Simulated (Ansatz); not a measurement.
Cartesian coordinates in Å:
```
Si -1.6621 -0.1020 -0.4734
C 0.1386 -0.5191 -0.6923
N 1.1014 0.5701 -1.1511
C 1.2194 0.1982 0.0395
Zn 2.2532 0.5389 1.6313
H -2.3574 -1.2071 0.2449
H -1.7757 1.1444 0.3334
H -2.3549 0.1068 -1.7742
H 0.3814 -1.5135 -1.0690
H 3.0560 0.7833 2.9110
```

Charge 0, multiplicity 1.

(1) List the PBE/def2-TZVPP orbital energies in eV (Ansatz). (Best estimate.)

## Answers

(1) Computed: Occupied: -9408.23, -1779.25, -1134.80, -1000.58, -1000.58, -1000.53, -381.09, -270.27, -269.69, -137.03, -126.90, -93.76, -93.75, -93.74, -84.29, -84.28, -84.13, -24.81, -15.65, -13.79, -12.90, -12.41, -12.40, -12.40, -12.33, -11.91, -11.10, -9.87, -8.86, -8.25, -8.21, -7.89, -6.67, -6.02. Lowest empty: -2.64, -1.77, -0.80, -0.46, 0.15, 0.63, 0.73, 1.26.
